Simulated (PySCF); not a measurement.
The vertical singlet excitations below were computed for one of the candidates. Theory: PySCF, TDDFT PBE0/def2-SVPD, vertical, gas phase, core orbitals frozen in the response. Geometries: GFN2-xTB, one conformer each.

| state | λ (nm) | f |
| --- | --- | --- |
| S1 | 219.5 | 0.0085 |
| S2 | 203.9 | 0.018 |
| S3 | 194.2 | 0.044 |
| S4 | 183.5 | 0.0003 |
| S5 | 181.2 | 0.014 |
| S6 | 174.2 | 0.0019 |
| S7 | 170.4 | 0.024 |
| S8 | 166.0 | 0.0094 |

Triplets computed (Tamm–Dancoff): 5.44, 5.88, 6.14 eV.

Question: Which structure fits?
A. `C[C@@H]1CC[Si@H](C)C1`
B. `[C@@H]1([SiH2]CC1)CCC`
C. `O[SiH2]c1ccncc1`
D. `C[C@@H](F)[SiH2]N(C)C`

Answer: D. Its S1 lies at 5.65 eV; the nearest of the others has S1 at 6.51 eV. S1 is HOMO→LUMO (93%). Löwdin shares by element: HOMO nitrogen 54%, carbon 17% or more, silicon 8% (atoms not listed hold the other 22%); LUMO carbon 28% or more, silicon 22% (atoms not listed hold the other 51%). At the same level the other candidates give, for their lowest levels:
- `O[SiH2]c1ccncc1`: 277 nm (f 0.004); 245 nm (f 0.000); 230 nm (f 0.044); 200 nm (f 0.028); 195 nm (f 0.000); T1 3.82 eV; HOMO -7.41, LUMO -1.38 eV
- `CCC[C@@H]1CC[SiH2]1`: 190 nm (f 0.046); 181 nm (f 0.029); 179 nm (f 0.039); 168 nm (f 0.015); 166 nm (f 0.006); T1 5.79 eV; HOMO -7.38, LUMO 0.26 eV
- `C[C@@H]1CC[Si@H](C)C1`: 167 nm (f 0.023); 161 nm (f 0.012); 160 nm (f 0.026); 157 nm (f 0.082); 155 nm (f 0.022); T1 7.22 eV; HOMO -7.82, LUMO 0.69 eV

Conformer computed: `[CH3:1][C@@H:2]([F:3])[SiH2:4][N:5]([CH3:6])[CH3:7]`: C1–C2–Si4–N5 -50°, C2–Si4–N5–C6 160°.
